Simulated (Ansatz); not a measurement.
Energy profile

The step: SiH₃OF ([OH][SiH2][F]) + HBr → SiH₃BrO ([OH][SiH2][Br]) + HF; bonds formed: Si1–Br7, F2–H6; bonds broken: Si1–F2, H6–Br7 (atoms numbered as in the saddle structure below).

Si1  (-0.528, -0.103, -0.108)
F2  (1.350, 0.036, 0.377)
H3  (-0.392, -1.363, -0.854)
H4  (-1.642, 0.796, -0.442)
O5  (-0.861, -0.322, 1.479)
H6  (1.575, 0.550, -0.512)
Br7  (0.756, 1.242, -1.958)
H8  (-0.257, -0.837, 2.018)
(Å)

Electronic energies by CCSD(T) at an estimated basis limit (MP2 extrapolated from triple and quadruple zeta, plus CCSD(T) − MP2 in triple zeta), on PBE0-D4/def2-TZVP structures; SiH4BrOF, closed shell; no counterpoise correction. Program: Ansatz 0.2.0. Basis: def2-TZVPP and def2-QZVPP. Cores are frozen in the correlated methods. Filled d shells of the heavier atoms are correlated. The def2 sets are not built for correlating such inner shells, so the correlated values are less sure here. Extrapolation: Hartree–Fock as exp(−7.88 √X), correlation as X^−2.97.

Give the profile in kJ/mol, counted from the separated reactants. (An estimate is asked for; the value comes from the calculation.)

The calculation gives:
```csv
point,kJ/mol
"separated: SiH3OF (linked as [OH][SiH2][F]; Si1, F2, H3, H4, O5, H8; singlet) + HBr (H6, Br7; singlet)",0.0
start structure,-16.8
saddle,145.3
end structure,20.7
"separated: SiH3BrO (linked as [OH][SiH2][Br]; Si1, H3, H4, O5, Br7, H8; singlet) + HF (F2, H6; singlet)",47.2
```

T1 diagnostic: at most 0.012.

For scale, one of the runs: CCSD(T)/def2-TZVPP, 208 basis functions, launched by `ansatz run in.yaml --threads 4 --pin off --events-out ev --progress --plain --max-ram 9574MiB`. Time: 110 s of wall clock on 4 CPU threads of an Arm Neoverse V1; the host was shared. Peak host memory: 2.9 GiB.
